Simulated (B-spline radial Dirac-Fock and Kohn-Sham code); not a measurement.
# Binding energies of Cd²⁺ in different valence configurations

Model: relaxed Dirac-Fock hole states (ΔSCF) with Breit and QED corrections and a finite nucleus. Program: an atomic code on a B-spline grid. Electron correlation is not included.

Reference: the tabulated ground configuration [Kr] 4d10, with 1s 26738.3 eV, 2p1/2 3755.9 eV, 2p3/2 3566.1 eV, 3p1/2 681.8 eV, 3p3/2 647.1 eV, 4p3/2 98.28 eV, Kα1 23172.2 eV, Kβ1 26091.2 eV.

Problem. One of these configurations gives the following shifts from the reference, in eV: average energy +16.87, 1s +8.10, 2p1/2 +8.43, 2p3/2 +8.44, 3p1/2 +8.29, 3p3/2 +8.28, 4p3/2 +6.48, Kα1 -0.33, Kβ1 -0.18. Which?
A. [Kr] 4d9 5s1
B. [Kr] 4d9 5p1

Solution. B. The others give [Kr] 4d9 5s1: 1s +6.62.

Values without a named source are computed, but for edge energies of neutral atoms, which are taken from tables.
